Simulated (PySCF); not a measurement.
# Polarisability and C₆ of Hf⁴⁰⁺ (hafnium, charge +40)

[Ar] 3d10 4s2 4p2, high-spin 3P determinant. Computed with PySCF 2.14 in an even-tempered Gaussian basis (17 s from 4.1 bohr⁻², ratio 2.5; 12 p from 5.3 bohr⁻², ratio 2.5; 8 d from 9.5 bohr⁻², ratio 2.5; 4 f from 27 bohr⁻², ratio 2.7; 4 g from 40 bohr⁻², ratio 2.7), with no relativity, point nucleus. Coupled (time-dependent) response in atomic units; α is the mean over directions.

| method | mean α (bohr³) | α xx, yy, zz | C₆ (like pair) | S(−4) |
| --- | --- | --- | --- | --- |
| UHF | 0.06394 | 0.07801, 0.05691, 0.05691 | 0.01482 | 0.004291 |
| PBE0 | 0.06145 | 0.07530, 0.05452, 0.05452 | 0.01410 | 0.003860 |

S(−4) is the Cauchy moment in α(ω) = α(0) + S(−4) ω² + …

Spin-orbit coupling is absent.

α(iu) at UHF:

```
u (hartree)  α(iu) (bohr³)
          0        0.06394
      0.500        0.06289
       1.00        0.06002
       2.00        0.05135
       3.00        0.04233
       4.00        0.03471
       5.00        0.02870
       7.50        0.01895
       10.0        0.01366
       15.0       0.008678
       25.0       0.005320
```

For an ion, C₆ is the dispersion term alone; charge-induced terms of lower order in 1/R come first.

The components differ because the open shell of this determinant is not spherical; for a pure term their mean is the scalar polarisability.

A non-relativistic calculation at this Z misses sizeable relativistic shifts. Spin-orbit coupling is strong in this species (close to jj coupling), so the high-spin LS determinant is a model state, not a physical level.
